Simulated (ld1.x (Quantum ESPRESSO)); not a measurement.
## Pseudopotential generation for phosphorus (P): TM semilocal, PBEsol, scalar-relativistic.

| Quantity | Value |
| --- | --- |
| Element | P (Z = 15) |
| Generator | ld1.x (Quantum ESPRESSO) 7.5 |
| Type | norm-conserving Troullier–Martins (semilocal form) |
| Functional | PBEsol |
| Relativity | scalar-relativistic |
| Frozen core | [Ne] |
| Valence charge | 5 |
| Reference configuration | 3s2 3p3 |
| Partial waves | 3p (bound): rc 1.40 bohr; 3s (bound): rc 1.35 bohr |
| Local potential | the s channel |
| Core correction | none |

All-electron outer shells of the reference configuration (PBEsol, scalar-relativistic, ld1.x):

```csv
shell,level (eV),outermost node (bohr),outermost maximum (bohr)
2s,-173.57,0.14,0.42
2p,-124.33,–,0.36
3s,-13.92,0.66,1.58
3p,-5.48,0.64,1.83
```

Problem. Estimate the cutoffs (Ry, on a coarse ladder) from which the occupation-weighted sum of valence levels, in a spherical-Bessel basis at the reference potential, stays within 10 and 1 mRy of its value at 400 Ry.

Solution. 40 Ry and 90 Ry.

Problem. Tests: 3s2 3p2; 3s2 3p1; 3s2 3p0; 3s2 3p3.3; 3s1 3p0; 3s0 3p5; 3s2 3p2.5. Which has the largest error in its energy relative to the reference configuration, and how large is it?

Solution. 3s1 3p0, with +218 meV (all-electron minus pseudo) on +110.43 eV.
